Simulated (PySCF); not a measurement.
# Low-lying terms of Ge(2+) (germanium, charge +2)

Ground state [Ar] 3d10 4s2, ¹S. Computed with PySCF 2.14 in aug-cc-pVDZ-PP with two added diffuse shells each of s, p, d type with ECP10MDF (7s6p5d, 50 functions), with a scalar-relativistic core potential. Vertical excitation energies in eV without spin-orbit coupling; excited terms of each kind are numbered among those the solver found. Frozen: 3s2 3p6.

| term | leading excitation | EOM-EE-CCSD |
| --- | --- | --- |
| 1 3P° | 4s → p | 7.462 |
| 1 1P° | 4s → p | 11.533 |
| 1 3S | 4s → s | 19.167 |
| 1 1S | 4s → s | 19.837 |
| 1 3D | 4s → d | 19.857 |
| 2 3P° | 4s → p | 22.137 |
| 1 1D | 4s → d | 22.161 |
| 2 1P° | 4s → p | 22.511 |
| 2 3S | 4s → s | 25.790 |
| 2 3D | 4s → d | 25.936 |
| 2 1S | 4s → s | 26.029 |
| 2 1D | 4s → d | 26.344 |

Only the lower part of the computed list is shown. Doubly excited terms such as np² are absent. The solver can miss terms. Rydberg members are limited by the diffuse functions of the basis.
